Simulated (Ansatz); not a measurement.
Ansatz results at the PBE0-D4/def2-TZVP geometry: HOMO–LUMO gap (ωB97M-V/def2-TZVPP) 10.50 eV; HOMO–LUMO gap (PBE0/def2-TZVPP) 6.18 eV; LUMO energy (ωB97M-V/def2-TZVPP) 0.61 eV.

Each molecule was computed in one conformer, which needn't be the lowest.

(1) Which molecule gave them?
A. `C=C=[CH][GeH3]`
B. `O=[C](O)[GaH2]`
C. `B[SiH](Br)N=C`
D. `F[SiH]1NCO1`

Results:

(1) C. The others give `O=[C](O)[GaH2]`: 9.60, 5.62, -0.17; `F[SiH]1NCO1`: 12.05, 8.03, 2.04; `C=C=[CH][GeH3]`: 11.67, 7.42, 2.07.
